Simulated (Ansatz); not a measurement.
`O=C[SiH2]BO` and `OB[SiH2][AlH2]` differ in one atom or group.

Ansatz, PBE0-D4/def2-TZVP geometries, multiplicity 1. Each molecule was computed in one conformer, which needn't be the lowest.

```tsv
property	`O=C[SiH2]BO`
size of the dipole moment (ωB97M-V/def2-TZVPP) / D	2.33
HOMO–LUMO gap (B3LYP/def2-TZVPP) / eV	4.83
HOMO–LUMO gap (ωB97M-V/def2-TZVPP) / eV	9.79
HOMO energy (ωB97M-V/def2-TZVPP) / eV	-9.51
size of the dipole moment (B3LYP/def2-TZVPP) / D	2.34
HOMO energy (B3LYP/def2-TZVPP) / eV	-7.09
```

What does the change do to each property? (An estimate is asked.)

The calculation gave: 
```csv
property,`OB[SiH2][AlH2]`,shift
size of the dipole moment (ωB97M-V/def2-TZVPP) / D,1.85,-0.48
HOMO–LUMO gap (B3LYP/def2-TZVPP) / eV,4.70,-0.13
HOMO–LUMO gap (ωB97M-V/def2-TZVPP) / eV,8.68,-1.11
HOMO energy (ωB97M-V/def2-TZVPP) / eV,-9.08,0.43
size of the dipole moment (B3LYP/def2-TZVPP) / D,1.82,-0.52
HOMO energy (B3LYP/def2-TZVPP) / eV,-6.94,0.15
```

With PBE0 the HOMO rises by 0.15 eV and the LUMO falls by 0.05 eV, so the gap narrows by about 0.20 eV. PBE moves the HOMO by -0.19 eV and ωB97M-V by 0.43 eV. Dipoles are sizes alone; their direction can turn.

B3LYP here is the variant with VWN-RPA as its local correlation; programs differ in this.
